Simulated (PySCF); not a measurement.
Working out the ionisation energy of Br⁺

Br⁺ [Ar] 3d10 4s2 4p4 (3P) → Br²⁺ [Ar] 3d10 4s2 4p3 (4S). Calculation: PySCF 2.14, in cc-pVDZ-PP with ECP10MDF (4s3p2d, 23 functions); a scalar-relativistic core potential. Frozen: 3s2 3p6 3d10. Energies in hartree (1 hartree = 27.21139 eV):

```tsv
part	Br⁺ (lower)	Br²⁺ (upper)
UHF	-415.078635	-414.337276
CCSD correlation	-0.087825	-0.071979
(T)	-0.000807	-0.000550
```

Task: What does Hartree-Fock give?

Result: (-414.337276) − (-415.078635) = 0.741359 hartree = 20.173 eV.

Task: What do CCSD and CCSD(T) give?

Result: The CCSD correlation energies differ by 0.015846 hartree = 0.431 eV and the triples by 0.000257 hartree = 0.007 eV, so CCSD gives 20.604 eV and CCSD(T) 20.611 eV.

Measured between the centres of the two terms (NIST): 21.409 eV, so CCSD(T) (valence) is off by -0.798 eV.

A double-zeta basis recovers only part of the correlation energy.

What remains against the reference includes basis incompleteness, the frozen core and higher excitations.
